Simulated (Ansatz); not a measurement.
Geometry optimisation, RKS PBE/def2-SVP in Ansatz.

The input (input.yaml):

```yaml
crystal:
  periodic: [false, false, false]
  atoms:
    - { symbol: B, position_ang: [0.0, 0.0, 0.0] }
    - { symbol: H, position_ang: [0.0, 0.0, 1.54] }
    - { symbol: F, position_ang: [1.1431, 0.0, -0.66] }
    - { symbol: F, position_ang: [-1.1431, 0.0, -0.66] }
    - { symbol: O, position_ang: [0.0715, -1.6212, 0.5392] }
    - { symbol: H, position_ang: [-0.475, -2.2058, -0.077] }
    - { symbol: H, position_ang: [0.0379, -0.8605, 1.537] }
basis:
  gaussian: { orbitals: def2-SVP }
hamiltonian:
  xc: pbe
relax:
  f_tol: 0.15
  max_steps: 25
  restrain:
    - { distance: [0, 4], at: 1.41, k: 30.0 }
    - { distance: [6, 1], at: 0.66, k: 30.0 }
    - { distance: [0, 1], at: 2.39, k: 30.0 }
    - { distance: [6, 4], at: 2.21, k: 30.0 }
```

Run as:

```bash
$ ansatz run input.yaml --threads 1 --pin off --max-ram 2048MiB --backend cpu --events-out ev --progress --plain --runs-dir out
```

Where does it end, and by what steps?

The forces met the threshold. The restraints hold the end off the free minimum. After 9 steps the energy has fallen by 3.269 eV (the restraints' own energy left out); B1 moved furthest, 0.62 Å.

```json
{"step": "0", "energy less start (eV)": "0.0000", "largest force component (eV/Å)": "5.476", "accepted": "yes"}
{"step": "1", "energy less start (eV)": "-0.7462", "largest force component (eV/Å)": "7.026", "accepted": "yes"}
{"step": "2", "energy less start (eV)": "-1.9934", "largest force component (eV/Å)": "6.016", "accepted": "yes"}
{"step": "3", "energy less start (eV)": "-2.9444", "largest force component (eV/Å)": "2.695", "accepted": "yes"}
{"step": "4", "energy less start (eV)": "-3.0884", "largest force component (eV/Å)": "2.059", "accepted": "yes"}
{"step": "5", "energy less start (eV)": "-3.1498", "largest force component (eV/Å)": "1.784", "accepted": "yes"}
{"step": "6", "energy less start (eV)": "-3.2578", "largest force component (eV/Å)": "1.845", "accepted": "yes"}
{"step": "7", "energy less start (eV)": "-3.2643", "largest force component (eV/Å)": "1.817", "accepted": "yes"}
{"step": "8", "energy less start (eV)": "-3.2628", "largest force component (eV/Å)": "1.975", "accepted": "yes"}
{"step": "9", "energy less start (eV)": "-3.2693", "largest force component (eV/Å)": "1.872", "accepted": "yes"}
```

```xyz
7
Properties=species:S:1:pos:R:3
B 0.063 -0.491 -0.372
H -0.015 0.145 1.937
F 1.156 0.249 -0.517
F -1.126 0.057 -0.644
O 0.192 -1.819 -0.011
H -0.675 -2.264 0.014
H 0.039 -0.565 1.813
```

The run took 19 s on 1 thread of Arm Neoverse V1 (shared host), peak memory 0.13 GiB.
